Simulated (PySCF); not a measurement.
## Nb²⁺ (niobium, charge +2): UHF calculation

Configuration: [Kr] 4d3, high-spin 4F determinant. Computed with PySCF 2.14 in x2c-SVPall (6s5p5d1f, 53 functions), with scalar relativity by spin-free X2C-1e.

- Total energy: -3816.185989 hartree
- One-electron energy: -5244.0432 hartree
- Hartree (Coulomb) energy: 1545.3224 hartree
- Exchange energy: -117.4652 hartree
- ⟨S²⟩: 3.7538
- ⟨L²⟩: 12.041
- Sum of ⟨r⟩: 24.68 bohr
- Sum of ⟨r²⟩: 30.80 bohr²
- Langevin diamagnetic susceptibility: -24.4 ×10⁻⁶ cm³/mol
- Time after the integrals: 0.18 s of wall time on 1 thread of Neoverse-V2 (shared host)

| shell | electrons | mean orbital energy (hartree) | spread (hartree) | rms radius, mean of both spins (bohr) |
| --- | --- | --- | --- | --- |
| 1s β | 1 | -702.05684 | 0 | 0.0415 |
| 1s α | 1 | -702.05640 | 0 | 0.0415 |
| 2s α | 1 | -101.46114 | 0 | 0.171 |
| 2s β | 1 | -101.44150 | 0 | 0.171 |
| 2p α | 3 | -90.49323 | 0 | 0.152 |
| 2p β | 3 | -90.47416 | 0 | 0.152 |
| 3s α | 1 | -18.64217 | 0 | 0.471 |
| 3s β | 1 | -18.63089 | 0 | 0.471 |
| 3p α | 3 | -14.94197 | 0 | 0.479 |
| 3p β | 3 | -14.92849 | 0 | 0.479 |
| 3d α | 5 | -8.88899 | 0.03100 | 0.473 |
| 3d β | 5 | -8.85817 | 0.00703 | 0.473 |
| 4s α | 1 | -3.37795 | 0 | 1.23 |
| 4s β | 1 | -3.24285 | 0 | 1.23 |
| 4p α | 3 | -2.32218 | 0 | 1.39 |
| 4p β | 3 | -2.13767 | 0 | 1.39 |
| 4d α | 3 | -0.93003 | 0 | 1.99 |

Densities and radii are taken from the X2C orbitals without a picture-change correction, which distorts them close to the nucleus.
